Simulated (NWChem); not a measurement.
System: CuH₂O₂, doublet; SMILES [OH][Cu][OH]

Input file for NWChem:

```
start job
memory heap 200 mb stack 900 mb global 1100 mb
geometry units angstroms
  Cu    -0.000053     0.013006    -0.001014
  O      1.662911    -0.067661     0.012724
  H      2.159753     0.750185    -0.031168
  O     -1.662512    -0.077758    -0.004562
  H     -2.163836     0.737131    -0.052317
end
basis spherical
  * library def2-svp
end
dft
  odft
  mult 2
  xc pbe0
  iterations 150
end
driver
  maxiter 120
end
task dft optimize
task dft freq
```

In the optimisation the excess spin sits in a2 (C2v, its own frame). This spin state was assumed; another may lie lower.

The level has its own optimisation; frequencies are unscaled.

Q: What results follow from this input? (PBE0/def2-SVP, spin-unrestricted.) Quantities: r Cu–O (Å); r H–O (Å); highest harmonic frequency (cm⁻¹); lowest (cm⁻¹); zero-point energy (kcal/mol); dipole (D).

A: 
| Property | Result |
|---|---|
| r Cu–O (Å) | 1.748 |
| r H–O (Å) | 0.965 |
| highest harmonic frequency (cm⁻¹) | 3890 |
| lowest (cm⁻¹) | 116 |
| zero-point energy (kcal/mol) | 16.2 |
| dipole (D) | 2.78 |
